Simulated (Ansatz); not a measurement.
An input meant for GeO4H4 (charge 0, singlet).

```yaml
crystal:
  periodic: [false, false, false]
  atoms:
    - {symbol: Ge, position_ang: [0.563009, 0.279097, 0.179243]}
    - {symbol: O, position_ang: [-0.227419, -0.867052, -1.024724]}
    - {symbol: O, position_ang: [1.981588, -0.550650, 0.851172]}
    - {symbol: O, position_ang: [-0.635431, 0.536833, 1.476187]}
    - {symbol: O, position_ang: [-1.500745, -0.156364, -1.268274]}
    - {symbol: H, position_ang: [-1.524115, 0.443962, 1.077909]}
    - {symbol: H, position_ang: [1.699226, -1.257745, 1.462602]}
    - {symbol: H, position_ang: [-1.416083, 0.013516, -2.229848]}
    - {symbol: H, position_ang: [1.059970, 1.558393, -0.524266]}
basis:
  gaussian: {orbitals: cc-pVDZ}
magnetization: {spin_polarized: true, initial_magnetization: 8}
hamiltonian: {xc: {name: r2SCANh}, dispersion: d3bj}
scf: {omitted_lower_state_checks: [starts]}
```

```sh
$ ansatz run in.yaml --threads 4 --pin off --events-out ev --progress --plain --max-ram 3916MiB
```

It prints (some lines left out):

```
Warning: the engine holds no damping parameters fitted to this dispersion correction and functional, so the run takes those fitted to r2scanh beside the three-body term, which d3bj leaves out (hamiltonian.dispersion, under Limitations)
Functional definition: r2SCANh
1017 factors; integrals over basis functions are off by at most 1.2e-3 eV
mean field evaluation 1: about -64736.5388 eV, gradient 2.8e1 eV
mean field evaluation 2: about -64711.8984 eV, gradient 6.9e1 eV
mean field evaluation 4: about -64739.6657 eV, gradient 7.3e0 eV
mean field evaluation 8: about -64740.0905 eV, gradient 1.0e0 eV
mean field evaluation 16: about -64740.2185 eV, gradient 3.5e-2 eV
mean field evaluation 32: about -64740.2186 eV, gradient 6.1e-5 eV
mean field -64740.21861455 eV, -2379.1591515885 hartree, gradient 6.1e-5 eV, S^2 20.019833; 0 other end points of the search recorded, 0 dependent functions left out
reference -64740.21862698 eV, -2379.1591520453 hartree; 38, 30 occupied and 65, 73 virtual orbitals, 1017 factors
Total energy: -64740.26166572 eV, -2379.1607336899 hartree
Checks for a lower state left out: starts
```

In this input the spin is set far too high (8 unpaired electrons typed, 0 in the singlet as meant). The run converged. The result belongs to that input, not to the species as meant.
